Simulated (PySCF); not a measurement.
Isomers of C6H12O2Si2, mass 172.038 u with the commonest isotopes. Theory: PBE0/pcSseg-1 in PySCF (dipole) on a GFN2-xTB geometry, gas phase. One conformer each, none proved a minimum here; rigid rotors.

Question: Order these by rotational constant A, smallest first.
A. `[CH3:1][CH2:2][SiH2:3][C:4]#[C:5][SiH2:6][C:7](=[O:8])[O:9][CH3:10]` with C1–C2–Si3–C4 60°, C5–Si6–C7–O8 89°, Si6–C7–O9–C10 178°
B. `[CH2:1]=[C:2]([CH3:3])[Si@@:4]1([O:5][SiH3:6])[O:7][CH2:8][C:9]1=[CH2:10]` with C1–C2–Si4–O5 7°, C2–Si4–O5–Si6 171°
C. `[O:1]=[C:2]1[CH2:3][CH:4](/[C:5]([SiH3:6])=[CH:7]\[O:8][SiH3:9])[CH2:10]1` with C3–C4–C5–Si6 63°, C5–C7–O8–Si9 -168°
D. `[CH3:1][O:2][CH2:3][SiH2:4][SiH2:5][c:6]1[cH:7][cH:8][cH:9][o:10]1` with C1–O2–C3–Si4 177°, O2–C3–Si4–Si5 -48°, C3–Si4–Si5–C6 -67°, Si4–Si5–C6–C7 -122°

Answer: B (1070 MHz), A (1368 MHz), D (1466 MHz), C (1637 MHz).

Question: Order these by rotational constant C, largest first.
A. `[CH3:1][CH2:2][SiH2:3][C:4]#[C:5][SiH2:6][C:7](=[O:8])[O:9][CH3:10]` with C1–C2–Si3–C4 60°, C5–Si6–C7–O8 89°, Si6–C7–O9–C10 178°
B. `[CH2:1]=[C:2]([CH3:3])[Si@H:4]1[SiH2:5][O:6][CH:7]=[C:8]1[O:9][CH3:10]` with C1–C2–Si4–Si5 124°, C7–C8–O9–C10 0°
C. `[CH3:1][O:2][CH2:3][SiH2:4][SiH2:5][c:6]1[cH:7][cH:8][cH:9][o:10]1` with C1–O2–C3–Si4 177°, O2–C3–Si4–Si5 -48°, C3–Si4–Si5–C6 -67°, Si4–Si5–C6–C7 -122°
D. `[CH2:1]=[C:2]([CH3:3])[Si@@:4]1([O:5][SiH3:6])[O:7][CH2:8][C:9]1=[CH2:10]` with C1–C2–Si4–O5 7°, C2–Si4–O5–Si6 171°
E. `[O:1]=[C:2]1[CH2:3][CH:4](/[C:5]([SiH3:6])=[CH:7]\[O:8][SiH3:9])[CH2:10]1` with C3–C4–C5–Si6 63°, C5–C7–O8–Si9 -168°

Answer: D (589.7 MHz), B (575.1 MHz), C (486.2 MHz), E (397.3 MHz), A (351.4 MHz).

Question: Order these by out-of-plane moment Σ m c² = (Ia + Ib − Ic)/2, smallest first.
A. `[CH3:1][O:2][CH2:3][SiH2:4][SiH2:5][c:6]1[cH:7][cH:8][cH:9][o:10]1` with C1–O2–C3–Si4 177°, O2–C3–Si4–Si5 -48°, C3–Si4–Si5–C6 -67°, Si4–Si5–C6–C7 -122°
B. `[O:1]=[C:2]1[CH2:3][CH:4](/[C:5]([SiH3:6])=[CH:7]\[O:8][SiH3:9])[CH2:10]1` with C3–C4–C5–Si6 63°, C5–C7–O8–Si9 -168°
C. `[CH2:1]=[C:2]([CH3:3])[Si@H:4]1[SiH2:5][O:6][CH:7]=[C:8]1[O:9][CH3:10]` with C1–C2–Si4–Si5 124°, C7–C8–O9–C10 0°
D. `[CH2:1]=[C:2]([CH3:3])[Si@@:4]1([O:5][SiH3:6])[O:7][CH2:8][C:9]1=[CH2:10]` with C1–C2–Si4–O5 7°, C2–Si4–O5–Si6 171°
E. `[CH3:1][CH2:2][SiH2:3][C:4]#[C:5][SiH2:6][C:7](=[O:8])[O:9][CH3:10]` with C1–C2–Si3–C4 60°, C5–Si6–C7–O8 89°, Si6–C7–O9–C10 178°

Answer: B (46.32 u·Å²), E (78.11 u·Å²), A (81.49 u·Å²), C (82.05 u·Å²), D (105.06 u·Å²).

```tsv
SMILES	point group	Ia (u·Å²)	Ib (u·Å²)	Ic (u·Å²)	κ	μa (D)	μb (D)	μc (D)
O=C1CC(/C([SiH3])=C\O[SiH3])C1	C1	308.69	1055.91	1271.96	-0.87	4.41	0.25	0.23
C=C(C)[Si@@]1(O[SiH3])OCC1=C	C1	472.18	594.99	857.04	0.08	0.13	0.47	1.33
C=C(C)[Si@H]1[SiH2]OC=C1OC	C1	472.13	570.69	878.72	0.25	0.18	0.70	0.48
COC[SiH2][SiH2]c1ccco1	C1	344.84	857.52	1039.38	-0.79	0.30	1.35	0.92
CC[SiH2]C#C[SiH2]C(=O)OC	C1	369.45	1224.94	1438.18	-0.88	0.19	0.78	1.45
```
